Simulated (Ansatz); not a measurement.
C₁₀H₁₀ClFTi (`[F][Ti]12345678([Cl])([C@H]9[C@@H]1[C@@H]2[C@@H]3[C@H]94)[C@H]1[C@@H]5[C@@H]6[C@@H]7[C@H]18`) at its PBE0-D4/def2-TZVP geometry, where that method's forces vanish. Charge 0, multiplicity 1.

```json
{"atom": "F1", "x (Å)": "-1.3072", "y (Å)": "-1.0819", "z (Å)": "-1.4986"}
{"atom": "Ti2", "x (Å)": "-0.0056", "y (Å)": "-0.2356", "z (Å)": "-0.5599"}
{"atom": "Cl3", "x (Å)": "1.6577", "y (Å)": "-0.3500", "z (Å)": "-2.1822"}
{"atom": "C4", "x (Å)": "-0.2458", "y (Å)": "-2.3623", "z (Å)": "0.5483"}
{"atom": "C5", "x (Å)": "-0.4590", "y (Å)": "-1.3280", "z (Å)": "1.4808"}
{"atom": "C6", "x (Å)": "0.7710", "y (Å)": "-0.6436", "z (Å)": "1.6559"}
{"atom": "C7", "x (Å)": "1.7080", "y (Å)": "-1.2127", "z (Å)": "0.7872"}
{"atom": "C8", "x (Å)": "1.0737", "y (Å)": "-2.2785", "z (Å)": "0.0969"}
{"atom": "C9", "x (Å)": "-0.9933", "y (Å)": "1.5486", "z (Å)": "0.6442"}
{"atom": "C10", "x (Å)": "-1.7501", "y (Å)": "1.3917", "z (Å)": "-0.5286"}
{"atom": "C11", "x (Å)": "-0.9255", "y (Å)": "1.7020", "z (Å)": "-1.6265"}
{"atom": "C12", "x (Å)": "0.3367", "y (Å)": "2.0776", "z (Å)": "-1.1294"}
{"atom": "C13", "x (Å)": "0.3080", "y (Å)": "1.9695", "z (Å)": "0.2704"}
{"atom": "H14", "x (Å)": "-1.0044", "y (Å)": "-3.0221", "z (Å)": "0.1584"}
{"atom": "H15", "x (Å)": "-1.3851", "y (Å)": "-1.1191", "z (Å)": "1.9944"}
{"atom": "H16", "x (Å)": "0.9452", "y (Å)": "0.1838", "z (Å)": "2.3252"}
{"atom": "H17", "x (Å)": "2.7230", "y (Å)": "-0.8805", "z (Å)": "0.6341"}
{"atom": "H18", "x (Å)": "1.5193", "y (Å)": "-2.8752", "z (Å)": "-0.6824"}
{"atom": "H19", "x (Å)": "-1.3427", "y (Å)": "1.3842", "z (Å)": "1.6514"}
{"atom": "H20", "x (Å)": "-2.7594", "y (Å)": "1.0145", "z (Å)": "-0.5853"}
{"atom": "H21", "x (Å)": "-1.1902", "y (Å)": "1.5991", "z (Å)": "-2.6672"}
{"atom": "H22", "x (Å)": "1.1960", "y (Å)": "2.3386", "z (Å)": "-1.7242"}
{"atom": "H23", "x (Å)": "1.1298", "y (Å)": "2.1797", "z (Å)": "0.9371"}
```

Problem. For each bond, give half the difference of the two atoms' forces along it (eV/Å; positive pushes the atoms apart) under PBE-D4, r2SCAN-D4, B3LYP-D4, ωB97M-V in def2-TZVPP. (Best estimate.)

Solution. Ansatz gave: 
```json
{"bond": "Ti2–Cl3", "length (Å)": "2.326", "PBE-D4": "0.02", "r2SCAN-D4": "0.02", "B3LYP-D4": "0.08", "ωB97M-V": "0.14"}
{"bond": "Ti2–C5", "length (Å)": "2.359", "PBE-D4": "0.16", "r2SCAN-D4": "0.13", "B3LYP-D4": "0.14", "ωB97M-V": "-0.06"}
{"bond": "Ti2–C6", "length (Å)": "2.383", "PBE-D4": "0.09", "r2SCAN-D4": "0.12", "B3LYP-D4": "0.12", "ωB97M-V": "-0.06"}
{"bond": "Ti2–C9", "length (Å)": "2.368", "PBE-D4": "0.14", "r2SCAN-D4": "0.14", "B3LYP-D4": "0.14", "ωB97M-V": "-0.07"}
{"bond": "Ti2–C11", "length (Å)": "2.395", "PBE-D4": "0.14", "r2SCAN-D4": "0.09", "B3LYP-D4": "0.11", "ωB97M-V": "0.02"}
{"bond": "Ti2–C12", "length (Å)": "2.407", "PBE-D4": "0.07", "r2SCAN-D4": "0.09", "B3LYP-D4": "0.10", "ωB97M-V": "0.02"}
{"bond": "C4–H14", "length (Å)": "1.078", "PBE-D4": "-0.03", "r2SCAN-D4": "-0.11", "B3LYP-D4": "-0.17", "ωB97M-V": "-0.11"}
{"bond": "C6–H16", "length (Å)": "1.078", "PBE-D4": "-0.04", "r2SCAN-D4": "-0.12", "B3LYP-D4": "-0.17", "ωB97M-V": "-0.10"}
{"bond": "C7–C8", "length (Å)": "1.419", "PBE-D4": "0.13", "r2SCAN-D4": "0.12", "B3LYP-D4": "0.16", "ωB97M-V": "0.14"}
{"bond": "C8–H18", "length (Å)": "1.078", "PBE-D4": "-0.04", "r2SCAN-D4": "-0.12", "B3LYP-D4": "-0.17", "ωB97M-V": "-0.11"}
{"bond": "C9–C10", "length (Å)": "1.405", "PBE-D4": "0.19", "r2SCAN-D4": "0.13", "B3LYP-D4": "0.13", "ωB97M-V": "0.08"}
{"bond": "C10–H20", "length (Å)": "1.079", "PBE-D4": "-0.04", "r2SCAN-D4": "-0.12", "B3LYP-D4": "-0.17", "ωB97M-V": "-0.11"}
{"bond": "C11–C12", "length (Å)": "1.408", "PBE-D4": "0.18", "r2SCAN-D4": "0.12", "B3LYP-D4": "0.15", "ωB97M-V": "0.10"}
{"bond": "C12–H22", "length (Å)": "1.077", "PBE-D4": "-0.04", "r2SCAN-D4": "-0.12", "B3LYP-D4": "-0.18", "ωB97M-V": "-0.11"}
```

B3LYP here is the variant with VWN-RPA as its local correlation; programs differ in this.
